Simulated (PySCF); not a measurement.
## Bi: ionisation energy

Bi [Xe] 4f14 5d10 6s2 6p3 (4S) → Bi⁺ [Xe] 4f14 5d10 6s2 6p2 (3P), as a difference of total energies. Calculation: PySCF 2.14, in def2-TZVPPD with the def2 core potential (60 electrons); scalar relativity through the core potential. Correlated levels: valence: 5s2 5p6 5d10 frozen; valence and next inner shell: nothing frozen outside the core potential. The calculations carry no spin-orbit coupling.

```csv
method,ionisation energy (eV)
UHF,8.213
PBE,8.569
PBE0,8.642
r2SCAN,8.762
LC-wPBE,8.688
MN15,8.657
B97-3,8.403
HSE06,8.630
MP2 (valence),8.553
MP2 (valence and next inner shell),8.715
SCS-MP2 (valence and next inner shell),8.540
```

Question: Estimate what LDA gives.

Answer: 8.757 eV, closest to r2SCAN among the rows shown.

Question: Estimate what SCS-MP2 (valence) gives.

Answer: 8.442 eV, closest to B97-3 among the rows shown.

Spin-orbit coupling is strong in these open shells (close to jj coupling). The scalar numbers leave it out and a first-order estimate fails, so it can dominate the gap to the real levels.

Errors of the correlated levels include the incompleteness of this basis and the frozen core.

For comparison: 7.286 eV (measured; NIST Atomic Spectra Database, ionization energies).
